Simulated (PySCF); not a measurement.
Vertical excitations of a molecule C₃H₇ClSi from TDA-CAM-B3LYP/def2-SVPD in PySCF 2.14.0, as energy in eV (oscillator strength): 7.48 (0.024), 7.59 (0.015), 8.10 (0.065), 8.12 (0.009), 8.33 (0.020), 8.43 (0.011), 8.49 (0.058), 8.56 (0.032), 8.72 (0.033), 8.79 (0.012). Lowest triplet (TDA): 7.10 eV. Coordinates come from a PBE-D3(BJ)/def2-SVP optimisation. Other conformers were not sampled.

Problem. Which molecule gave these data?
A. C/C(Cl)=C/[SiH3]
B. C=CC[SiH2]Cl
C. C/C=C(\[SiH3])Cl
D. Cl[SiH2]C1CC1

Solution. D, Cl[SiH2]C1CC1
